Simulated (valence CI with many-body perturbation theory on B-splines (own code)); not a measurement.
## Hg⁴⁹⁺: key properties

Method: relativistic CI+MBPT: three valence electrons over a frozen Dirac-Fock core [Ar] 3d10, radial functions for each j: 9 s, 9 p, 8 d, 6 f, 3 g, 1 h, with the one-electron correlation potential Σ1 (screened to all orders), the two-electron term Σ2, the three-electron term Σ3, Breit, model QED; selected single and double excitations, second order for the rest, scaled by the run's own slope (own B-spline code, finite nucleus).

No measured spectrum was set against this ion. As an estimate, large intervals hold to a few tenths of a per cent, small ones and those within an open d or f shell to about a per cent.

Levels are named by their leading jj configuration (3d3/2^4 stands for four electrons in 3d with j = 3/2), which in mixed levels can hold well under half, so a name can repeat and another be missing.

Rates and lifetimes use the calculated energies. Strong lines usually hold to 10 to 20 %, long lifetimes can be off by a factor of two.

What is the ground level?

(4s^2 4p1/2) J=1/2, composition 100 % 4s²4p ²P°, g = 0.657.

What is the ionisation energy?

2816.2 eV; NIST lists 2815 ± 4 eV (theoretical).

Name the longest-lived excited levels whose lifetime is computed, and their main decay.

(4s 4p3/2 4d5/2) J=9/2 at 43.969 Ry lives 67.7 ns, mostly by M1 to (4s 4p1/2 4d5/2) J=7/2; (4s^2 4p3/2) J=3/2 at 10.947 Ry lives 45.6 ns, mostly by M1 to (4s^2 4p1/2) J=1/2.

What are the static dipole polarisabilities of the lowest levels?

(4s^2 4p1/2) J=1/2 0.0204 bohr³, of which the core gives 0.00141.

Where does the other parity begin?

At (4s 4p1/2^2) J=1/2, 8.277 Ry.
